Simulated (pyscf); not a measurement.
`[CH2]=[C]([Br])[CH2][Br]` -> `[CH]#[C][CH2][Br]` + `[BrH]`, an elimination (singlet surface; Br–C, C–H broken, Br–H formed). PySCF, gas phase, ωB97X-D3(BJ)/def2-SVP geometries. Energies in kJ/mol from the reactant's lowest minimum found.

AM1 to PM7: differences of heats of formation from MOPAC. 

Task: In single points AM1 puts the saddle at 354.6 kJ/mol and the reaction energy at +89.3 kJ/mol. Should these be trusted to within a few kcal/mol? Compare with ωB97M-D3(BJ)/def2-TZVP.

Result: ωB97M-D3(BJ)/def2-TZVP gives ΔE‡ = 299.8 kJ/mol and ΔE = +141.5 kJ/mol. AM1 lies 54.8 kJ/mol over it in the barrier and 52.2 kJ/mol under it in the reaction energy, so on this step it does not hold to within 12.6 kJ/mol. ωB97M-D3(BJ)/def2-TZVP has limits of its own. The same reactants have a lower exit, to •H₂C–C(=CH₂)–Br + Br• (no saddle counted: cutting one bond costs +246.8 kJ/mol at ωB97M-D3(BJ), against +299.8 kJ/mol here). This is the saddle that the search found; another between the same sides may lie lower. In the def2 sets elements up to Kr have no core potential.
